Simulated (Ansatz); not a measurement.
Consider the ligand exchange at the Si–S bond: `N[SiH2]S[SiH](N)Cl` + `N[Si](O)(F)F` → `N[SiH2]O[Si](N)(F)F` + `N[SiH](S)Cl`.

Isolated molecules relaxed with PBE0-D4/def2-TZVP in Ansatz; ΔE leaves out vibrations. CBS: MP2 limit from def2 TZ/QZ plus the TZ coupled-cluster correction, frozen cores. Functionals use def2-TZVPP. One conformer a species, not always the lowest.

```tsv
level	ΔE (kcal/mol)
r2SCAN-D4	-11.0
MP2/def2-TZVPP	-11.0
HF/CBS(def2)	-19.0
MP2/CBS(def2)	-10.8
```

Question: What does CCSD(T)/CBS give? (Best estimate.)

Answer: Ansatz gave: -12.2 kcal/mol. The listed levels differ from it by 1.2, 1.2, -6.8, 1.4 kcal/mol.

Largest T1 diagnostic among the species: 0.011.

The D4 term adds +2.0 kcal/mol with B3LYP and +1.1 kcal/mol with PBE0; it sums over pairs of atoms, weighted by their polarisabilities, and B3LYP, whose exchange is more repulsive, gets the larger term. In def2-TZVPP, CCSD(T) changes the Hartree–Fock value by +5.9 kcal/mol (the triples alone add +1.2 kcal/mol) and MP2 by +7.2 kcal/mol. From PBE to PBE0 (25 % exact exchange), in def2-TZVPP and without D4, ΔE moves by −1.0 kcal/mol.

B3LYP here is the variant with VWN-RPA as its local correlation; programs differ in this.
